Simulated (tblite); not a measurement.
`C#Cc1pc(C)oc1C=C`. Structure optimised with GFN2-xTB, isolated species.

```
atom  x, y, z in Å
C1    -2.5675    2.7332    0.4891
C2    -1.5957    2.0365    0.3680
C3    -0.4450    1.2471    0.2303
P4     1.2215    1.8598    0.3541
C5     1.7446    0.2459    0.0589
C6     3.1416   -0.2730   -0.0170
O7     0.7699   -0.6559   -0.1144
C8    -0.4553   -0.1104   -0.0232
C9    -1.6200   -0.9402   -0.1943
C10   -1.5808   -2.2463   -0.4457
H11   -3.4195    3.3351    0.5942
H12    3.6111   -0.2605    0.9669
H13    3.1295   -1.2964   -0.3857
H14    3.7434    0.3434   -0.6824
H15   -2.5578   -0.4102   -0.1040
H16   -2.4805   -2.8224   -0.5680
H17   -0.6468   -2.7738   -0.5367
```

Q: What is the repulsion energy of the bare nuclei, Σ ZA·ZB/RAB?

A: 544.37 Eh over 136 pairs, with full nuclear charges and distances in bohr; the largest single term is 27.66 Eh (P4 with C5).

Q: What is the longest distance between nuclei?

A: H11···H13, 8.08 Å; the next longest distance is 7.91 Å.

Q: Give the dihedral angles C2–C3–P4–C5, C3–P4–C5–C6, P4–C5–O7–C8, P4–C3–C8–O7, C8–C9–C10–H17.

A: C2–C3–P4–C5 180° (antiperiplanar); C3–P4–C5–C6 -179° (antiperiplanar); P4–C5–O7–C8 0° (synperiplanar); P4–C3–C8–O7 0° (synperiplanar); C8–C9–C10–H17 0° (synperiplanar). Dihedral signs follow IUPAC: positive where, seen along the central bond, the front bond turns clockwise onto the rear one.

Q: Work out the bond lengths C2–C3, P4–C5, C5–C6, C6–H13 in pm.

A: For C2–C3 the difference vector is (1.1507, -0.7894, -0.1377) Å, of length 1.4022 Å. C2–C3 140.2; P4–C5 172.2; C5–C6 149.2; C6–H13 108.8 pm.

Q: How far apart are these pairs, which share no bond: C1···O7, P4···O7, O7···C10, C10···H14?

A: C1···O7 4.795 Å (4 bonds apart); P4···O7 2.598 Å (2 bonds apart); O7···C10 2.857 Å (3 bonds apart); C10···H14 5.925 Å (6 bonds apart).

Q: How far are the heavy atoms from their best plane (unweighted least squares)?

A: 0.004 Å rms; none is more than 0.007 Å off.

Q: What are the angles C2–C3–C8, P4–C3–C8, P4–C5–C6, C6–C5–O7, C5–C6–H12, H13–C6–H14, H12–C6–H14, C8–C9–H15?

A: From the scalar product of the two bond vectors; for C2–C3–C8 it is -1.0947 Å² over 1.4022 × 1.3810 Å², cos θ = -0.5653. C2–C3–C8 124.4°; P4–C3–C8 111.0°; P4–C5–C6 128.2°; C6–C5–O7 116.1°; C5–C6–H12 110.7°; H13–C6–H14 109.4°; H12–C6–H14 107.9°; C8–C9–H15 114.2°.

Q: Where is the centre of mass (commonest isotopes), and what is the radius of gyration?

A: Mass 150.023 u; centre at (0.073, 0.503, 0.093) Å; Rg = √(Σ m r²/M) = 2.305 Å. As Ia + Ib + Ic = 2 Σ m r², the three principal moments sum to 1594.8 u·Å².

Q: Write the matrix of distances between heavy atoms (Å, lower triangle).

A: 
```
C1    0.000
C2    1.202  0.000
C3    2.604  1.402  0.000
P4    3.891  2.823  1.780  0.000
C5    4.997  3.803  2.414  1.722  0.000
C6    6.472  5.284  3.903  2.894  1.492  0.000
O7    4.795  3.616  2.284  2.598  1.339  2.404  0.000
C8    3.579  2.462  1.381  2.615  2.230  3.601  1.344  0.000
C9    3.855  3.029  2.519  4.027  3.577  4.811  2.408  1.440  0.000
C10   5.162  4.359  3.735  5.035  4.186  5.136  2.857  2.451  1.331  0.000
```

GFN2-xTB frequencies show an imaginary mode (77i cm⁻¹), so the point is no minimum at that level. 2 starts were optimised and ended at 0.00 and 0.03 kcal/mol (GFN2-xTB); the lowest of these is shown.

These are computed values.
